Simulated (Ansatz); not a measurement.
Q: Name a neutral molecule of C, Cl, O, Si and H with LUMO energy (B3LYP/def2-TZVPP) between -1.80 and -1.50 eV and HOMO–LUMO gap (ωB97M-V/def2-TZVPP) between 11.40 and 11.70 eV (Ansatz, PBE0-D4/def2-TZVP geometry).

A: `O[SiH](Cl)C#C[SiH](Cl)Cl` (-1.76 eV, 11.44 eV). Other molecules can fit too; these were computed, each in one conformer that needn't be the lowest.

B3LYP here is the variant with VWN-RPA as its local correlation; programs differ in this.
